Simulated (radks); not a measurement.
Effect of the nuclear size on the molybdenum ion Mo+, [Kr] 4d5. All-electron calculation, Dirac Kohn-Sham, BLYP, spin-unpolarised, spherical densities, finite nucleus; open shells are shared between the two j in proportion to 2j + 1; Fermi nuclear charge, rms radius 4.4091 fm. Program: a radial shooting solver on a logarithmic mesh with Libxc functionals. The rms radius is varied about that value; shifts are against it.

rms radius (fm) = 3.8139: total energy shift (eV) -0.375; density at nucleus (e/bohr^3) 9.233e+04; 1s1/2 shift (meV) -158; 2s1/2 shift (meV) -17.0; 4s1/2 shift (meV) -0.506; 5s1/2 (empty) shift (meV) -0.055
rms radius (fm) = 4.1357: total energy shift (eV) -0.178; density at nucleus (e/bohr^3) 9.152e+04; 1s1/2 shift (meV) -75.3; 2s1/2 shift (meV) -8.07; 4s1/2 shift (meV) -0.240; 5s1/2 (empty) shift (meV) -0.026
rms radius (fm) = 4.4091: total energy shift (eV) 0; density at nucleus (e/bohr^3) 9.088e+04; 1s1/2 shift (meV) 0.000; 2s1/2 shift (meV) 0.000; 4s1/2 shift (meV) 0.000; 5s1/2 (empty) shift (meV) 0.000
rms radius (fm) = 4.7927: total energy shift (eV) 0.267; density at nucleus (e/bohr^3) 9.007e+04; 1s1/2 shift (meV) 113; 2s1/2 shift (meV) 12.1; 4s1/2 shift (meV) 0.360; 5s1/2 (empty) shift (meV) 0.039
rms radius (fm) = 4.8721: total energy shift (eV) 0.325; density at nucleus (e/bohr^3) 8.991e+04; 1s1/2 shift (meV) 137; 2s1/2 shift (meV) 14.7; 4s1/2 shift (meV) 0.438; 5s1/2 (empty) shift (meV) 0.048

Slopes of the eigenvalues against <r^2> in GHz/fm^2, as finite differences over the two radii next to the reference (eigenvalue slopes, not the field-shift constants of lines): 1s1/2 7760, 2s1/2 831, 4s1/2 24.8, 5s1/2 (empty) 2.69.
